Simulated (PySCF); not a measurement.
# Basis and Hamiltonian dependence of the excitation energy of Li

Li [He] 2s1 (2S) → Li [He] 3d1 (2D). Calculated with PySCF 2.14 from differences of total energies of unrestricted determinants, without spin-orbit coupling. Values in eV.

```json
{"basis": "ANO-RCC-VTZP", "Hamiltonian": "spin-free X2C", "functions": "30", "UHF": "5.089", "PBE": "4.624", "PBE0": "4.756", "CCSD(T) (valence and next inner shell)": "5.107"}
{"basis": "aug-cc-pVTZ", "Hamiltonian": "non-relativistic", "functions": "46", "UHF": "4.492", "PBE": "4.079", "PBE0": "4.197", "CCSD(T) (valence and next inner shell)": "n/a"}
{"basis": "aug-cc-pVTZ-DK", "Hamiltonian": "spin-free X2C", "functions": "46", "UHF": "4.363", "PBE": "3.981", "PBE0": "4.091", "CCSD(T) (valence and next inner shell)": "n/a"}
{"basis": "dyall-acv3z", "Hamiltonian": "non-relativistic", "functions": "57", "UHF": "5.130", "PBE": "4.593", "PBE0": "4.739", "CCSD(T) (valence and next inner shell)": "5.172"}
{"basis": "dyall-av3z", "Hamiltonian": "non-relativistic", "functions": "57", "UHF": "5.130", "PBE": "4.593", "PBE0": "4.739", "CCSD(T) (valence and next inner shell)": "n/a"}
{"basis": "dyall-acv3z", "Hamiltonian": "spin-free X2C", "functions": "57", "UHF": "5.130", "PBE": "4.593", "PBE0": "4.739", "CCSD(T) (valence and next inner shell)": "5.172"}
{"basis": "aug-cc-pCVTZ", "Hamiltonian": "non-relativistic", "functions": "59", "UHF": "4.363", "PBE": "3.985", "PBE0": "4.094", "CCSD(T) (valence and next inner shell)": "4.397"}
{"basis": "aug-cc-pVTZ with one added diffuse shell each of s, p, d, f type", "Hamiltonian": "non-relativistic", "functions": "62", "UHF": "3.993", "PBE": "3.740", "PBE0": "3.820", "CCSD(T) (valence and next inner shell)": "n/a"}
{"basis": "aug-cc-pCVTZ-DK with one added diffuse shell each of s, p, d, f type", "Hamiltonian": "spin-free X2C", "functions": "75", "UHF": "3.888", "PBE": "n/a", "PBE0": "n/a", "CCSD(T) (valence and next inner shell)": "3.924"}
{"basis": "aug-cc-pVQZ", "Hamiltonian": "non-relativistic", "functions": "80", "UHF": "4.085", "PBE": "3.784", "PBE0": "3.876", "CCSD(T) (valence and next inner shell)": "n/a"}
{"basis": "aug-cc-pVQZ-DK", "Hamiltonian": "spin-free X2C", "functions": "80", "UHF": "4.073", "PBE": "3.776", "PBE0": "3.867", "CCSD(T) (valence and next inner shell)": "n/a"}
{"basis": "aug-cc-pCVQZ", "Hamiltonian": "non-relativistic", "functions": "109", "UHF": "4.072", "PBE": "3.780", "PBE0": "3.870", "CCSD(T) (valence and next inner shell)": "n/a"}
{"basis": "aug-cc-pV5Z", "Hamiltonian": "non-relativistic", "functions": "127", "UHF": "3.994", "PBE": "3.729", "PBE0": "3.814", "CCSD(T) (valence and next inner shell)": "n/a"}
```

**Question.** Estimate the row for aug-cc-pCVTZ-DK (spin-free X2C, 59 functions).

**Answer.** From the rows with the same Hamiltonian and similar size; the calculation gives UHF 4.36; PBE 3.98; PBE0 4.09; CCSD(T) (valence and next inner shell) 4.40 (eV).

Frozen in the all-electron rows: valence: 1s2; valence and next inner shell: nothing.

At UHF, ANO-RCC-VTZP, dyall-acv3z, dyall-av3z, dyall-acv3z, aug-cc-pCVTZ-DK with one added diffuse shell each of s, p, d, f type lie more than 0.3 eV from the median of the rows with comparable relativity. Of these, ANO-RCC-VTZP has no diffuse functions of the l that the added or promoted electron needs.

Reference for a calculation without spin-orbit coupling: 3.879 eV (measured, between term centres; NIST).
